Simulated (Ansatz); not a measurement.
`C[CH](C)[Al]([NH2])[CH](C)C` → Al• + 6 C• + 16 H• + N•  (atomization)

Calculated with Ansatz (gas phase, PBE0-D4/def2-TZVP geometries, no zero-point term in ΔE). CBS: MP2 limit from def2 TZ/QZ plus the TZ coupled-cluster correction, frozen cores. This one scheme is used for every species, atoms too. For atomizations the MP2-based limit and the directly extrapolated one differ by several kJ/mol either way, and by 10 to 25 for some Ge, Se and Sn compounds, so smaller differences from it don't rank the levels. DFT in def2-TZVPP. HSE06 is defined as in plane-wave codes. No spin–orbit coupling; open shells (•) take unrestricted orbitals. Spin–orbit coupling would lower the free atoms: a little for Al, C. One conformer a species, not always the lowest.

```tsv
level	ΔE (kcal/mol)
r2SCANh-D4	2191.2
PBE0	2195.1
r2SCANh	2187.4
HSE06	2197.1
```

Task: What does CCSD(T)/CBS give? (Best estimate.)

Result: The calculation gave: +2196.6 kcal/mol. The listed levels differ from it by -5.4, -1.5, -9.2, 0.5 kcal/mol.

Largest T1 diagnostic among the species: 0.018.

At CCSD(T), def2-SVP lies −94.5 kcal/mol from the extrapolated value and def2-TZVPP −49.1 kcal/mol: correlation converges slowly with the basis, and small sets miss more of it in the bonded molecule than in its fragments. From PBE to PBE0 (25 % exact exchange), in def2-TZVPP and without D4, ΔE moves by −22.6 kcal/mol: exact exchange takes away binding that semilocal exchange gives to molecules. In def2-TZVPP, CCSD(T) changes the Hartree–Fock value by +504.2 kcal/mol (the triples alone add +26.1 kcal/mol) and MP2 by +523.1 kcal/mol; breaking electron pairs costs correlation energy, which Hartree–Fock lacks.
